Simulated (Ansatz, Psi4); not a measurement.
Here is a job for Ansatz (a program for electronic structure).
Ansatz 0.2 input:
```yaml
crystal:
  periodic: [false, false, false]
  atoms:
    - {symbol: C, position_ang: [-0.88185762, 0.00899774, -0.07418618]}
    - {symbol: O, position_ang: [-0.71974313, -1.14547322, 0.45674714]}
    - {symbol: O, position_ang: [0.05802829, 0.77784465, -0.34442084]}
    - {symbol: H, position_ang: [-1.87588460, 0.39555666, -0.32671543]}
    - {symbol: C, position_ang: [1.43664404, 0.47811999, -0.10026343]}
    - {symbol: H, position_ang: [1.82407913, 1.26580014, 0.54905631]}
    - {symbol: H, position_ang: [1.57697924, -0.50273413, 0.35103154]}
    - {symbol: H, position_ang: [1.95211849, 0.54352817, -1.06056024]}
    - {symbol: H, position_ang: [-1.51229206, -1.68382867, 0.63527512]}
basis:
  gaussian:
    orbitals: def2-SVPD
hamiltonian:
  xc: hf
total_charge: 1
accuracy: high
```

**Question.** Give the equivalent Psi4 input.

**Answer.** This is not unique; one that fits is 
```
memory 2 GB

molecule {
1 1
C    -0.88185762    0.00899774   -0.07418618
O    -0.71974313   -1.14547322    0.45674714
O     0.05802829    0.77784465   -0.34442084
H    -1.87588460    0.39555666   -0.32671543
C     1.43664404    0.47811999   -0.10026343
H     1.82407913    1.26580014    0.54905631
H     1.57697924   -0.50273413    0.35103154
H     1.95211849    0.54352817   -1.06056024
H    -1.51229206   -1.68382867    0.63527512
}

set {
  basis def2-svpd
  scf_type pk
  puream true
  d_convergence 1e-8
}

energy('scf')
print_variables()
```

Both were run: Ansatz gave -227.944346 Eh and Psi4 -227.944346 Eh, 0.000 mEh apart.
